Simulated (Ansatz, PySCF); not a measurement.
The scaffold SiH2(OH)-X carries different groups X. Gas-phase values, no solvent. One relaxed conformer stands for each flexible species; it need not be the lowest. Strings in code marks are SMILES.

Quantity: electronic energy of isomers of CH3NOSi relative to `N#C[SiH2]O`, in kcal/mol.

Level 1: frozen-core MP2/def2-TZVPP // PBE0-D4/def2-TZVP (Ansatz, a first-principles code)
Level 2: B3LYP/3-21G // PBE0-D4/def2-TZVP (PySCF)
Level 3: BP86/6-31G* // PBE0-D4/def2-TZVP (PySCF)
Level 4: PBE/6-31G* // PBE0-D4/def2-TZVP (PySCF)

```
species             level 2  level 3  level 4
------------------  -------  -------  -------
`[C-]#[N+][SiH2]O`     3.18     5.47     6.27
```

Question: What does level 1 give for each?

Answer: 
- `[C-]#[N+][SiH2]O`: 4.65
